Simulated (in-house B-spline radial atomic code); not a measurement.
Computed with a B-spline radial atomic code. Model: two electrons, singlet ground state, non-relativistic, full CI in B-splines with partial waves to l = 8 (at full coupling up to 3e-4 hartree above the limit, correlation up to 0.6 % small), density held at that of full coupling by Lieb maximisation.

Along the adiabatic connection the electron repulsion is scaled by a coupling λ while a local potential keeps the density fixed. At λ = 0 the system is the Kohn-Sham one and W equals the exchange energy; the exchange-correlation energy is the area under W between 0 and 1. The kinetic energy rises with λ as the electrons avoid each other, with dT/dλ = −λ dW/dλ.

Command:
```bash
python run_ac.py task.json out
```
Settings (lengths in bohr, energies in hartree):
```
potential              yukawa
strength               2.64
lmax                   8
second                 0.982
```

Cost of the run: 84 s on 1 thread of Intel(R) Xeon(R) Processor @ 2.30GHz, on a shared host.

**W = mean repulsion less Hartree energy, and W of three functionals.**

Given: confinement screened point charge; nuclear charge 2.64; screening of the nucleus 0.982 1/bohr; external potential -Z exp(-k r)/r.

Computed: LDA exchange minus exact 158.73 millihartree; PBE exchange minus exact -0.5971 millihartree.

```tsv
coupling	W xc (hartree)	W xc minus exchange (millihartree)	kinetic minus Kohn-Sham (millihartree)	LDA (PW92) W minus its exchange (millihartree)	PBE W minus its exchange (millihartree)	SCAN W minus its exchange (millihartree)
0	-1.2048	0	0	0	0	0
0.02	-1.2069	-2.05	0.02	-12.19	-1.62	-1.8
0.05	?	?	?	?	?	?
0.12	-1.2169	-12.058	0.72	-48.15	-9.91	-10.42
0.25	-1.2293	-24.486	3.01	-80.66	-20.66	-20.92
0.4	-1.2429	-38.066	7.41	-110.21	-32.76	-32.26
0.6	?	?	?	?	?	?
0.8	-1.2756	-70.75	26.86	-169.35	-62.85	-59.38
1	-1.2902	-85.402	40.03	-192.75	-76.69	-71.55
1.4	-1.3167	-111.84	71.64	-232.16	-102.13	-93.65
2	-1.3504	-145.57	128.66	-279.09	-135.47	-122.34
3	-1.3947	-189.94	238.52	-337.97	-181.13	-161.35
4.5	-1.4428	-238.02	416.64	-400.94	-233.62	-205.88
7	-1.4951	-290.28	711.82	-471.41	-295.61	-257.59
```

What belongs in the row 0.05?

W xc (hartree): -1.2099; W xc minus exchange (millihartree): -5.095; kinetic minus Kohn-Sham (millihartree): 0.13; LDA (PW92) W minus its exchange (millihartree): -25.04; PBE W minus its exchange (millihartree): -4.09; SCAN W minus its exchange (millihartree): -4.45.

What belongs in the row 0.6?

W xc (hartree): -1.2598; W xc minus exchange (millihartree): -55.011; kinetic minus Kohn-Sham (millihartree): 15.86; LDA (PW92) W minus its exchange (millihartree): -142.37; PBE W minus its exchange (millihartree): -48.21; SCAN W minus its exchange (millihartree): -46.33.

What is the SCAN exchange minus exact?

-14.426 millihartree.

**Energy parts, natural occupations and partial-wave weights.**

Computed: total energy -1.6685 hartree; exchange energy -1.2048 hartree; correlation energy -0.045369 hartree; kinetic part of the DFT correlation energy 0.040033 hartree; initial slope twice GL2 -0.10294 hartree; Hartree energy 2.4096 hartree; Kohn-Sham kinetic 4.2513 hartree.

```csv
natural,occupation of the shell (electrons)
s,1.9856
s,?
p,0.0050115
d,0.00022666
p,0.00020667
s,0.00016417
```

What belongs in the row s?

occupation of the shell (electrons): 0.0086631.

```
wave      weight
   s     0.99723
   p   0.0026201
   d  0.00012914
   f           ?
   g  4.1656e-06
```

What belongs in the row f?

weight: 1.8082e-05.

What is the kinetic part over minus potential part?

0.46876.

What is the Lieb Oxford ratio E_xc over LDA exchange?

1.1951.

Half-way to full coupling W has made 54 % of its drop, against 50 % for a straight line, and second-order (GL2) theory, half the initial slope, overshoots the correlation energy by about 13 %: a moderate bend, as in light atoms. Over couplings 0 to 1 the errors in E_xc come to about +85 millihartree for LDA, +5.0 millihartree for PBE, -7.3 millihartree for SCAN, so PBE is nearest. In LDA and PBE and SCAN the errors of exchange and correlation have opposite signs, so the sum is smaller than the larger of the two.
